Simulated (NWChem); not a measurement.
A series in which one site is exchanged, each optimised at PBE0/def2-SVP with NWChem, gas phase unless a solvent is named. All stand in one matching conformer (torsions within 35°), which need not be the lowest. Some are not confirmed as minima by frequencies. def2 effective core potentials on Cd, Te; no spin-orbit coupling.

A: C[O][CdH] (CH$_{4}$CdO; site = Cd)
B: CO[TeH] (CH₄OTe; site = Te)
C: [BeH][O]C (CH4BeO; site = Be)
D: C[O][ZnH] (CH$_{4}$OZn; site = Zn)

Values for A:

| Item | Value |
|---|---|
| dipole (D), PBE0/def2-SVP | 1.30 |
| orbital gap (eV), PBE0/def2-SVP | 6.29 |
| vertical ionisation energy, ΔSCF, PBE0/def2-SVP (eV) | 9.29 |
| static polarisability, PBE0/def2-SVPD (bohr³) | 49.6 |
| lowest singlet excitation, PBE0/def2-SVPD, TDA (eV) | 4.99 |

Q: How do these values change for the other members?

A: 
```json
[
 {"change from A": "dipole (D), PBE0/def2-SVP", "B": "+0.16", "C": "+0.49", "D": "-0.11"},
 {"change from A": "orbital gap (eV), PBE0/def2-SVP", "B": "-1.67", "C": "+2.80", "D": "+0.82"},
 {"change from A": "vertical ionisation energy, ΔSCF, PBE0/def2-SVP (eV)", "B": "-0.68", "C": "+1.70", "D": "+0.13"},
 {"change from A": "static polarisability, PBE0/def2-SVPD (bohr³)", "B": "+11.0", "C": "-14.4", "D": "-6.9"},
 {"change from A": "lowest singlet excitation, PBE0/def2-SVPD, TDA (eV)", "B": "-1.96", "C": "+2.33", "D": "+0.41"}
]
```
